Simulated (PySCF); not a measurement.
# Telling isomers of C₇H₁₄FN apart by NMR

A single conformation, no relativistic terms, isolated molecule, equivalent nuclei averaged. Geometry from GFN2-xTB; σ from GIAO-PBE0/pcSseg-1; PySCF 2.14.0 with density-fitted response routines.

References, each an isolated molecule treated in the same way: TMS for $^{1}$H and $^{13}$C. Splittings of carbon signals by F and P are missing where no couplings were computed. Where no couplings were computed, multiplicities follow the n + 1 count of equivalent neighbours, and m marks all less simple cases (inequivalent or close neighbours, rings, F or P nearby). Shifts are as computed. Against solution values, carbons near 30 ppm lie about +3 ppm off and those near 130 ppm about +5 ppm. Of 1211 compounds with measured shifts, 218 miss one by over three times the rms of a fit or turn the order of signals round; such compounds aren't used in these exercises. OH and NH positions are gas-phase values without hydrogen bonding to other molecules.

(1) Tabulate the signals of `CC/C(=C\CN)CCF`, `CC(C)(C)[C@@H]1NC[C@H]1F` and their relative energies.

(2) What is the quickest way to tell CC/C(=C\CN)CCF from CC(C)(C)[C@@H]1NC[C@H]1F?

## Answers

(1) 
| SMILES | carbon types | δC | δH | E rel. (kcal/mol) |
| --- | --- | --- | --- | --- |
| CC/C(=C\CN)CCF | 1×C 1×CH 4×CH2 1×CH3 | 142.6, 142.0, 87.1, 48.6, 45.5, 28.5, 18.0 | 5.52 (t, 1H), 4.68 (m, 2H), 3.39 (d, 2H), 2.57 (m, 2H), 2.10 (q, 2H), 0.80 (t, 3H), 0.52 (br s, 2H) | 1.9 |
| CC(C)(C)[C@@H]1NC[C@H]1F | 1×C 2×CH 1×CH2 3×CH3 | 89.7, 78.6, 53.4, 35.1, 25.6 | 5.08 (m, 1H), 3.83 (m, 1H), 3.72 (m, 1H), 3.69 (m, 1H), 0.94 (s, 9H), 0.71 (br s, 1H) | 0.0 |

Energies are electronic energies at PBE0/pcSseg-1 on these geometries, without zero-point or thermal terms, each for the one conformer computed, which needn't be the lowest.

(2) Count the carbon signals: 7 against 5. The first has a fully substituted alkene carbon (C) at 142.6 ppm, the second an sp3 CH bonded to N at 78.6 ppm. Their most deshielded carbons lie at 142.6 and 89.7 ppm. In the proton spectra the most deshielded non-exchanging signals are 5.52 (t, 1H) and 5.08 (m, 1H).
